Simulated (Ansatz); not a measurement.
PBE exchange is replaced step by step with exact exchange (0 % is PBE, 25 % PBE0; no dispersion term), basis def2-TZVPD, Ansatz. System: the cluster GeO2⁻ (the lowest doublet isomer of a short search). The state is a doublet with charge -1. Geometry: PBE-D4/def2-TZVPD, each spin state at its own.

Geometry of the doublet:

Cartesian coordinates in Å:
```
Ge -0.120 -0.324 0.313
O 1.546 -0.330 -0.096
O -1.426 0.654 -0.217
```

At PBE-D4/def2-TZVPD the highest occupied level of the charge -1 doublet lies above zero (up to 0.21 eV). By energy differences its removal costs 2.95 eV (vertical, to the charge 0 singlet, at PBE-D4/def2-TZVPD); a positive level beside a positive removal energy at the same level points to self-interaction error. At PBE-D4/def2-TZVPD, PBE with 5 % exact exchange/def2-TZVPD, PBE with 10 % exact exchange/def2-TZVPD, PBE with 15 % exact exchange/def2-TZVPD and others the highest occupied level of the charge -1 quartet lies above zero (up to 2.35 eV). It is a level of α spin, whose loss leaves a triplet; that state wasn't run at this geometry and level. The electron is either unbound and held by the finite basis, or the level is raised by self-interaction error. The structure comes from a short search, and lower isomers may exist.

HOMO and LUMO are taken over both spins.

```csv
exact exchange (%),HOMO (eV),LUMO (eV),gap (eV),⟨S²⟩,quartet − doublet (kJ/mol)
5,-0.03,1.32,1.36,0.754,326.7
10,-0.28,1.51,1.78,0.755,325.9
15,-0.52,1.69,2.21,0.756,324.3
25,-1.02,2.04,3.06,0.759,318.0
35,-1.53,2.39,3.92,0.763,307.0
50,-2.29,2.90,5.20,0.769,283.7
```

(1) Estimate the row for 0 %.

Answers

(1) 
```tsv
exact exchange (%)	HOMO (eV)	LUMO (eV)	gap (eV)	⟨S²⟩	quartet − doublet (kJ/mol)
0	0.21	1.14	0.93	0.753	327.0
```
